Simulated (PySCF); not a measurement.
BCl, triplet, at a GFN2-xTB geometry (the spin is typed, not shown lowest); CAMB3LYP/cc-pVDZ run with PySCF.

The PySCF input:
```python
from pyscf import gto, scf, dft

mol = gto.Mole()
mol.atom = '''
    B    -0.00000000   -0.00000000   -1.29965053
    Cl    0.00000000    0.00000000    0.38225016
'''
mol.basis = 'cc-pvdz'
mol.spin = 2
mol.verbose = 4
mol.symmetry = True
mol.build()

mf = dft.UKS(mol)
mf.xc = 'camb3lyp'
mf.kernel()
mf.analyze()
```

Task: Predict the main parts of the log of this PySCF run.

Result: 
```
PySCF version 2.14.0

[INPUT] verbose = 4
[INPUT] num. atoms = 2
[INPUT] num. electrons = 22
[INPUT] charge = 0
[INPUT] spin (= nelec alpha-beta = 2S) = 2
[INPUT] symmetry True subgroup None
[INPUT] Mole.unit = angstrom
[INPUT] Symbol           X                Y                Z      unit          X                Y                Z       unit  Magmom
[...]
nuclear repulsion = 26.7435902700058
point group symmetry = Coov
symmetry origin: [0.00000000e+00 0.00000000e+00 6.01276491e-09]
symmetry axis x: [1. 0. 0.]
symmetry axis y: [0. 1. 0.]
symmetry axis z: [0. 0. 1.]
num. orbitals of irrep A1 = 14
num. orbitals of irrep E1x = 7
num. orbitals of irrep E1y = 7
num. orbitals of irrep E2x = 2
num. orbitals of irrep E2y = 2
number of shells = 10
number of NR pGTOs = 67
number of NR cGTOs = 32
basis = cc-pvdz
ecp = {}

******** <class 'pyscf.dft.uks_symm.SymAdaptedUKS'> ********
method = SymAdaptedUKS
initial guess = minao
damping factor = 0
level_shift factor = 0
DIIS = <class 'pyscf.scf.diis.CDIIS'>
diis_start_cycle = 1
diis_space = 8
diis_damp = 0
SCF conv_tol = 1e-09
SCF conv_tol_grad = None
SCF max_cycles = 50
direct_scf = True
direct_scf_tol = 1e-13
number electrons alpha = 12  beta = 10
XC library pyscf.dft.libxc version 7.1.2
    S. Lehtola, C. Steigemann, M. J. T. Oliveira, and M. A. L. Marques,  SoftwareX 7, 1–5 (2018)
XC functionals = camb3lyp
    T. Yanai, D. P. Tew, and N. C. Handy,  Chem. Phys. Lett. 393, 51 (2004)
radial grids:
    Treutler-Ahlrichs [JCP 102, 346 (1995); DOI:10.1063/1.469408] (M4) radial grids

becke partition: Becke, JCP 88, 2547 (1988); DOI:10.1063/1.454033
pruning grids: <function nwchem_prune>
grids dens level: 3
symmetrized grids: True
atomic radii adjust function: <function treutler_atomic_radii_adjust>
small_rho_cutoff = 0
Freeze 0 electrons in irreps []
    22 free electrons in irreps A1 E1x E1y E2x E2y
Set gradient conv threshold to 3.16228e-05
tot grids = 32928
init E= -485.102194829149

cycle= 1 E= -484.8642639294  delta_E= 0.238  |g|= 0.15  |ddm|= 1.19

cycle= 2 E= -484.866401687419  delta_E= -0.00214  |g|= 0.176  |ddm|= 0.428

cycle= 3 E= -484.891065389394  delta_E= -0.0247  |g|= 0.0352  |ddm|= 0.182

cycle= 4 E= -484.891655192889  delta_E= -0.00059  |g|= 0.0271  |ddm|= 0.0603

cycle= 5 E= -484.89167488537  delta_E= -1.97e-05  |g|= 0.0261  |ddm|= 0.0187

cycle= 6 E= -484.891667558964  delta_E= 7.33e-06  |g|= 0.026  |ddm|= 0.00589

cycle= 7 E= -484.891668919686  delta_E= -1.36e-06  |g|= 0.026  |ddm|= 0.000477

cycle= 8 E= -484.89156465398  delta_E= 0.000104  |g|= 0.0271  |ddm|= 0.00527

cycle= 9 E= -484.891438449632  delta_E= 0.000126  |g|= 0.0287  |ddm|= 0.00644

cycle= 10 E= -484.89158313068  delta_E= -0.000145  |g|= 0.0269  |ddm|= 0.00518

cycle= 11 E= -484.891567733069  delta_E= 1.54e-05  |g|= 0.0272  |ddm|= 0.00123

cycle= 12 E= -484.891608278239  delta_E= -4.05e-05  |g|= 0.0267  |ddm|= 0.00184

cycle= 13 E= -484.891628342872  delta_E= -2.01e-05  |g|= 0.0268  |ddm|= 0.00515

cycle= 14 E= -484.891665122509  delta_E= -3.68e-05  |g|= 0.0265  |ddm|= 0.00181

cycle= 15 E= -484.891685899262  delta_E= -2.08e-05  |g|= 0.0264  |ddm|= 0.00477

cycle= 16 E= -484.89166421421  delta_E= 2.17e-05  |g|= 0.0265  |ddm|= 0.00268

cycle= 17 E= -484.891631257285  delta_E= 3.3e-05  |g|= 0.0268  |ddm|= 0.0034

cycle= 18 E= -484.891675873709  delta_E= -4.46e-05  |g|= 0.0263  |ddm|= 0.00451

cycle= 19 E= -484.891656602166  delta_E= 1.93e-05  |g|= 0.0266  |ddm|= 0.00177

cycle= 20 E= -484.891670917479  delta_E= -1.43e-05  |g|= 0.0261  |ddm|= 0.00428

cycle= 21 E= -484.891623661334  delta_E= 4.73e-05  |g|= 0.0264  |ddm|= 0.00377

cycle= 22 E= -484.891786885717  delta_E= -0.000163  |g|= 0.025  |ddm|= 0.00764

cycle= 23 E= -484.891692373617  delta_E= 9.45e-05  |g|= 0.0259  |ddm|= 0.00468

cycle= 24 E= -484.891679770584  delta_E= 1.26e-05  |g|= 0.026  |ddm|= 0.00206

cycle= 25 E= -484.891717738071  delta_E= -3.8e-05  |g|= 0.0256  |ddm|= 0.00492

[...]
SCF not converged.
Total Energy =                        -484.891739531960127
[...]
**** MO energy ****
alpha MO #1 (A1 #1), energy= -101.651661779825 occ= 1
alpha MO #2 (A1 #2), energy= -9.5709303162952 occ= 1
alpha MO #3 (A1 #3), energy= -7.33274549136853 occ= 1
alpha MO #4 (E1x #1), energy= -7.32497696156297 occ= 1
alpha MO #5 (E1y #1), energy= -7.32497696156297 occ= 1
alpha MO #6 (A1 #4), energy= -6.93221228069906 occ= 1
alpha MO #7 (A1 #5), energy= -0.960311986814103 occ= 1
alpha MO #8 (A1 #6), energy= -0.57750170023955 occ= 1
alpha MO #9 (E1x #2), energy= -0.451423453586098 occ= 1
alpha MO #10 (E1y #2), energy= -0.451423453586098 occ= 1
alpha MO #11 (A1 #7), energy= -0.390582065952025 occ= 1
alpha MO #12 (E1x #3), energy= -0.223686581985379 occ= 1
alpha MO #13 (E1y #3), energy= -0.223686581985379 occ= 0
alpha MO #14 (A1 #8), energy= 0.149280987251499 occ= 0
alpha MO #15 (A1 #9), energy= 0.287530820835734 occ= 0
alpha MO #16 (E1x #4), energy= 0.315461543355575 occ= 0
alpha MO #17 (E1y #4), energy= 0.315461543355575 occ= 0
alpha MO #18 (A1 #10), energy= 0.370821273008664 occ= 0
alpha MO #19 (A1 #11), energy= 0.530827497243347 occ= 0
alpha MO #20 (E1x #5), energy= 0.575601312711775 occ= 0
alpha MO #21 (E1y #5), energy= 0.575601312711775 occ= 0
alpha MO #22 (E1x #6), energy= 0.650999562251952 occ= 0
alpha MO #23 (E1y #6), energy= 0.650999562251952 occ= 0
alpha MO #24 (E2x #1), energy= 0.658300694242192 occ= 0
alpha MO #25 (E2y #1), energy= 0.658300694242192 occ= 0
alpha MO #26 (E2x #2), energy= 0.851167905843168 occ= 0
alpha MO #27 (E2y #2), energy= 0.851167905843168 occ= 0
alpha MO #28 (A1 #12), energy= 0.893280059573066 occ= 0
alpha MO #29 (A1 #13), energy= 1.11734380155307 occ= 0
alpha MO #30 (E1x #7), energy= 1.15042187560601 occ= 0
alpha MO #31 (E1y #7), energy= 1.15042187560601 occ= 0
alpha MO #32 (A1 #14), energy= 1.39952413418278 occ= 0
beta  MO #1 (A1 #1), energy= -101.650504248169 occ= 1
beta  MO #2 (A1 #2), energy= -9.56971428236395 occ= 1
beta  MO #3 (A1 #3), energy= -7.33017634371472 occ= 1
beta  MO #4 (E1x #1), energy= -7.32213585509071 occ= 1
beta  MO #5 (E1y #1), energy= -7.32213585509071 occ= 1
beta  MO #6 (A1 #4), energy= -6.90696030325529 occ= 1
beta  MO #7 (A1 #5), energy= -0.950044365833114 occ= 1
beta  MO #8 (A1 #6), energy= -0.542893886477301 occ= 1
beta  MO #9 (E1x #2), energy= -0.426151704982282 occ= 1
beta  MO #10 (E1y #2), energy= -0.426151704982282 occ= 1
beta  MO #11 (A1 #7), energy= -0.0969308059506944 occ= 0
beta  MO #12 (E1x #3), energy= 0.0365019926331245 occ= 0
beta  MO #13 (E1y #3), energy= 0.0365019926331245 occ= 0
beta  MO #14 (A1 #8), energy= 0.169278345909572 occ= 0
beta  MO #15 (A1 #9), energy= 0.304832402966734 occ= 0
beta  MO #16 (E1x #4), energy= 0.367075180480915 occ= 0
beta  MO #17 (E1y #4), energy= 0.367075180480915 occ= 0
beta  MO #18 (A1 #10), energy= 0.431868587435013 occ= 0
beta  MO #19 (A1 #11), energy= 0.556431335558016 occ= 0
beta  MO #20 (E1x #5), energy= 0.607356701478843 occ= 0
beta  MO #21 (E1y #5), energy= 0.607356701478843 occ= 0
beta  MO #22 (E1x #6), energy= 0.685185969499009 occ= 0
beta  MO #23 (E1y #6), energy= 0.685185969499009 occ= 0
beta  MO #24 (E2x #1), energy= 0.690952892108972 occ= 0
beta  MO #25 (E2y #1), energy= 0.690952892108972 occ= 0
beta  MO #26 (E2x #2), energy= 0.886109455506761 occ= 0
beta  MO #27 (E2y #2), energy= 0.886109455506761 occ= 0
beta  MO #28 (A1 #12), energy= 0.906511222335484 occ= 0
beta  MO #29 (A1 #13), energy= 1.1558679710176 occ= 0
beta  MO #30 (E1x #7), energy= 1.19671887632949 occ= 0
beta  MO #31 (E1y #7), energy= 1.19671887632949 occ= 0
beta  MO #32 (A1 #14), energy= 1.41780058814252 occ= 0
 ** Mulliken pop alpha/beta on meta-lowdin orthogonal AOs **
 ** Mulliken pop       alpha | beta **
[...]
In total            12.00000 | 10.00000
 ** Mulliken atomic charges   ( Nelec_alpha | Nelec_beta ) **
charge of  0B =     -0.09008  (     3.51808      1.57200 )
charge of  1Cl =      0.09008  (     8.48192      8.42800 )
Dipole moment(X, Y, Z, Debye):  0.00000,  0.00000,  0.22304
```

The run did not converge; its last values are not results.
